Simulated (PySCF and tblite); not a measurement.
Results of a calculation; reference values are marked as such.
i-PeOMe, C6H14O, numbered as in [CH3:1][O:2][CH2:3][CH2:4][CH:5]([CH3:6])[CH3:7].

Conformers came from 150 starts (ETKDG and KDG, MMFF94s, GFN2-xTB); geometries are PBE0-D3(BJ)/def2-SVP. Energies: BP86-D3(BJ)/pcSseg-1, SCF tolerance 1e-06, with GFN2-xTB thermal terms (modes under about 100 cm⁻¹ blended into free rotors). Symmetry numbers and mirror images are counted. Conformers within 3 kcal/mol (GFN2-xTB free energy) were kept, 4 at most. GIAO shieldings: BP86/pcSseg-1, SCF tolerance 1e-06. Shifts are against TMS (¹H), TMS (¹³C) at the same level. Programs: PySCF with density fitting and tblite.

**Question.** List the conformer-averaged shifts at 298.15 K.

**Answer.** ¹H: 3.41 (H1, 3H), 3.32 (H3, 2H), 1.78 (H5, 1H), 1.29 (H4, 2H), 0.87 (H6/H7, 6H) ppm. ¹³C: 74.9 (C3), 61.7 (C1), 42.5 (C4), 27.4 (C5), 23.9 (C6/C7) ppm.

**Question.** How do the conformers differ?

**Answer.** Torsions listed: C1–O2–C3–C4, O2–C3–C4–C5, C3–C4–C5–C6. Of a mirror pair one member is shown.
| conformer | shape | weight % |
| --- | --- | --- |
| 1 | -179°, 56°, -176° | 77.8 |
| 2 | -178°, -172°, -61° | 16.6 |
| 3 | 73°, 179°, -65° | 3.1 |
| 4 | -74°, -168°, -61° | 2.4 |

```
signal     1     2     3     4  average
    H1  3.40  3.43  3.38  3.36     3.41
    H3  3.32  3.23  3.53  3.51     3.32
    H4  1.26  1.40  1.31  1.35     1.29
    H5  1.89  1.44  1.20  1.41     1.78
 H6/H7  0.86  0.90  0.93  0.89     0.87
    C1  61.8  61.9  59.4  59.7     61.7
    C3  74.0  78.4  77.0  76.8     74.9
    C4  42.7  42.9  37.8  39.4     42.5
    C5  26.6  30.4  29.3  30.8     27.4
 C6/C7  23.6  25.2  25.1  25.3     23.9
```

**Question.** Which signal moves most, for its nucleus, between 220 and 380 K through the change of populations alone?

**Answer.** H5: 1.83 ppm at 220 K, 1.81 ppm at 260 K, 1.78 ppm at 298.15 K, 1.75 ppm at 340 K, 1.73 ppm at 380 K.

Shifts are unscaled: against experiment ¹³C can be off by 15 ppm or more and ¹H by 0.8 ppm. The cap on conformers cut off some of the population, so the set may be incomplete.
